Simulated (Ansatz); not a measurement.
Isomers of C2H5NO, B3LYP-D3(BJ)/def2-TZVP minima from an xTB search, which can miss the lowest.
Isomer 1, SMILES CC(N)=O (charge 0, multiplicity 1):
```xyz
9

C     -1.06441    -0.30369    -0.03163
C      0.22941     0.38388    -0.41942
N      1.30269     0.11784     0.37747
O      0.30430     1.12512    -1.37954
H     -1.40362    -0.90289    -0.87645
H     -0.97637    -0.94154     0.84773
H     -1.81988     0.45971     0.15395
H      1.24586    -0.49277     1.17124
H      2.18203     0.55434     0.15667
```
Isomer 2, SMILES CNC=O (charge 0, multiplicity 1):
```xyz
9

C     -1.12404     0.01672     0.00173
N      0.23174    -0.43920     0.24123
C      1.32922     0.25231    -0.15251
O      1.32057     1.31341    -0.73963
H     -1.67465    -0.69499    -0.61661
H     -1.06461     0.96775    -0.52142
H     -1.66176     0.16079     0.94091
H      0.37844    -1.31095     0.72155
H      2.26509    -0.26585     0.12474
```

Correlated levels freeze the cores. MP2 and its Hartree–Fock in cc-pVQZ are density fitted.

Codes used: Ansatz (Gaussian basis) for Hartree–Fock, density functionals and correlated methods. Values without a source in brackets are computed.

The energy of isomer 2 above isomer 1 is E(isomer 2) − E(isomer 1). Total energies (hartree):

```tsv
level	isomer 2	isomer 1
HF/cc-pVTZ	-208.0419752	-208.0596607
MP2/cc-pVTZ	-208.8189237	-208.8357663
HF/cc-pVQZ	-208.0574922	-208.0753208
MP2/cc-pVQZ	-208.8885657	-208.9059412
CCSD(T)/cc-pVTZ	-208.8734476	-208.8898612
```

Work out the energy of isomer 2 above isomer 1 at the basis-set limit: extrapolate the MP2 correlation part as X⁻³, take Hartree–Fock from the larger set, and add the CCSD(T) − MP2 difference of cc-pVTZ.


1. Differences (1 hartree = 627.509 kcal/mol): HF/cc-pVTZ 11.098; MP2/cc-pVTZ 10.569; HF/cc-pVQZ 11.188; MP2/cc-pVQZ 10.903; CCSD(T)/cc-pVTZ 10.300.
2. Correlation parts, MP2 less HF: -0.529 in cc-pVTZ (X = 3), -0.284 in cc-pVQZ (X = 4).
3. Limit (4³·(-0.284) − 3³·(-0.529))/(4³ − 3³) = -0.106; with HF/cc-pVQZ it gives 11.082.
4. CCSD(T) less MP2 in cc-pVTZ: -0.269.
Result: 10.81 kcal/mol, against 10.57 at MP2/cc-pVTZ. It is an estimate of this method's limit, not of the exact value.

Ansatz is a program for electronic structure.
